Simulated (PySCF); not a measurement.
# Kr⁺ (krypton, charge +1) across methods

[Ar] 3d10 4s1 4p5 4d1, one real determinant (an excited configuration). Calculation: PySCF 2.14, in aug-cc-pV5Z-PP with ECP10MDF; scalar relativity through the core potential.

```json
{"method": "B97-3", "E (hartree)": "-462.0068", "mean ε 4p α (eV)": "-25.631", "mean ε 4p β (eV)": "-22.722", "mean ε 4d α (eV)": "-7.284", "Σ⟨r²⟩ (bohr²)": "37.75", "⟨S²⟩": "3.753"}
{"method": "PBE", "E (hartree)": "-461.9823", "mean ε 4p α (eV)": "-23.694", "mean ε 4p β (eV)": "-21.531", "mean ε 4d α (eV)": "-6.536", "Σ⟨r²⟩ (bohr²)": "37.71", "⟨S²⟩": "3.751"}
{"method": "BHandHLYP", "E (hartree)": "-461.8023", "mean ε 4p α (eV)": "-27.170", "mean ε 4p β (eV)": "-23.687", "mean ε 4d α (eV)": "-7.968", "Σ⟨r²⟩ (bohr²)": "37.66", "⟨S²⟩": "3.753"}
{"method": "UHF", "E (hartree)": "-460.58577", "mean ε 4p α (eV)": "-30.444", "mean ε 4p β (eV)": "-24.704", "mean ε 4d α (eV)": "-9.329", "Σ⟨r²⟩ (bohr²)": "38.24", "⟨S²⟩": "3.755"}
{"method": "LDA", "E (hartree)": "-461.3353", "mean ε 4p α (eV)": "-23.784", "mean ε 4p β (eV)": "-21.757", "mean ε 4d α (eV)": "-6.461", "Σ⟨r²⟩ (bohr²)": "37.71", "⟨S²⟩": "3.751"}
{"method": "r2SCAN", "E (hartree)": "-461.8303", "mean ε 4p α (eV)": "-24.447", "mean ε 4p β (eV)": "-21.799", "mean ε 4d α (eV)": "-6.582", "Σ⟨r²⟩ (bohr²)": "37.58", "⟨S²⟩": "3.752"}
{"method": "PBE0", "E (hartree)": "-461.9360", "mean ε 4p α (eV)": "-25.570", "mean ε 4p β (eV)": "-22.638", "mean ε 4d α (eV)": "-7.351", "Σ⟨r²⟩ (bohr²)": "37.59", "⟨S²⟩": "3.752"}
```

Task: Estimate the same row for B3LYP.

Result: E (hartree) = -462.0342; mean ε 4p α (eV) = -25.101; mean ε 4p β (eV) = -22.569; mean ε 4d α (eV) = -7.139; Σ⟨r²⟩ (bohr²) = 37.76; ⟨S²⟩ = 3.752.

⟨L²⟩ = 7.77 against 12 for a pure F term, so this real determinant mixes terms. Energies and moments cover only the electrons outside the core potential. The outer electron is Rydberg-like, and this basis confines it to a smaller radius and binds it less than a complete one would.
